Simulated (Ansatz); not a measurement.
Mulliken charges of CH5FGe (`F[CH2][GeH3]`) from B3LYP/def2-TZVPP in Ansatz (PBE0-D4/def2-TZVP geometry).

```tsv
atom	x (Å)	y (Å)	z (Å)	charge (e)
F1	-1.175	1.374	-0.747	-0.247
C2	-0.560	0.136	-0.841	-0.027
Ge3	0.562	-0.195	0.751	0.095
H4	0.048	0.122	-1.750	0.104
H5	-1.336	-0.629	-0.931	0.104
H6	-0.313	-0.173	2.012	-0.007
H7	1.219	-1.578	0.600	-0.015
H8	1.648	0.886	0.850	-0.007
```

Question: By hand: the dipole of these point charges (1 e Å = 4.8032 D).

Answer: Σ q r = (0.197, -0.396, -0.029) e Å, of length 0.443 e Å = 2.13 D.

Question: How does the dipole of the full density compare? (An estimate is asked.)

Answer: Computed: (0.119, -0.290, -0.064) e Å, 1.54 D; the point charges give 1.38 times that, at 9° from its direction.

Point charges leave out the atoms' own dipoles, such as those of lone pairs, and Mulliken's split depends on the basis, so the two needn't agree.

B3LYP here is the variant with VWN-RPA as its local correlation; programs differ in this.
